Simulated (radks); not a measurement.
Values are calculated unless marked as measured or tabulated.
Task: The table gives one normalised radial function P(r) = r R(r) of B2+ in 1s1.75 2s1 3d0.25 (r in bohr). Level of theory: scalar-relativistic Kohn-Sham, r2SCAN, spin-unpolarised, spherical densities, finite nucleus; meta-GGA in the generalised Kohn-Sham scheme; Fermi nuclear charge, rms radius 2.406 fm; without spin polarisation the odd electron is poorly described (a radial shooting solver on a logarithmic mesh with Libxc functionals).

r	P
0.02504	0.4690
0.02824	0.5204
0.03158	0.5724
0.03533	0.6284
0.03983	0.6927
0.04455	0.7568
0.04983	0.8245
0.05618	0.9007
0.06284	0.9747
0.07029	1.0506
0.07862	1.1277
0.08864	1.2100
0.09915	1.2851
0.1109	1.3567
0.125	1.4272
0.1399	1.4849
0.1564	1.5321
0.1764	1.5681
0.1973	1.5856
0.2207	1.5850
0.2468	1.5644
0.2783	1.5186
0.3113	1.4531
0.3482	1.3662
0.3925	1.2513
0.4391	1.1270
0.4911	0.9905
0.5537	0.8369
0.6193	0.6928
0.6927	0.5544
0.7748	0.4273
0.8736	0.3085
0.9771	0.2168
1.093	0.1461
1.232	0.0912
1.378	0.0550
1.542	0.0309
1.738	0.0154
1.944	0.0074
2.175	0.0032
2.432	0.0012
2.743	0.0004
3.068	0.0001
3.431	0.0000
3.869	0.0000
4.327	0.0000
4.84	0.0000
5.457	0.0000
6.104	0.0000
6.827	0.0000
7.636	0.0000
8.61	0.0000
9.63	0.0000
10.77	0.0000
12.14	0.0000
13.58	0.0000

Which n and l does it have? It may be an empty orbital.

Result: n = 1, l = 0: the number of nodes gives n - l - 1 = 0, the rise at small r (about r^(l+1)) gives l, and the extent must fit the shell. The curve is that of 1s. 1s: eigenvalue -227.98 eV, 0 radial nodes, <r> = 0.321 bohr, 90 % of the charge inside 0.575 bohr.
